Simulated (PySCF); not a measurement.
Computed shifts of a molecule C2H8O2Si, PySCF with PBE/pcSseg-1, GIAO, gas phase, atoms alike by connectivity averaged where their shifts nearly agree, in ppm (number of nuclei): ¹³C: 54.2 (1), -2.7 (1). ²⁹Si: -8.2 (1). ¹H: 5.27 (1), 4.03 (3), 1.61 (1), 0.46 (3). References: ¹³C against TMS (σ = 182.0 ppm); ¹⁷O against H2O (σ = 334.3 ppm); ²⁹Si against TMS (σ = 335.4 ppm); ¹H against TMS (σ = 31.49 ppm), references at their B3LYP-D3(BJ)/def2-TZVP geometries, non-relativistic. Geometry: r2SCAN-D4/def2-SVP. Other conformers were not sampled.

Task: Pick the molecule that these values belong to.
A. CO[Si@@H](C)O
B. COCO[SiH3]
C. CC[SiH](O)O
D. COC[SiH2]O

Result: A, CO[Si@@H](C)O
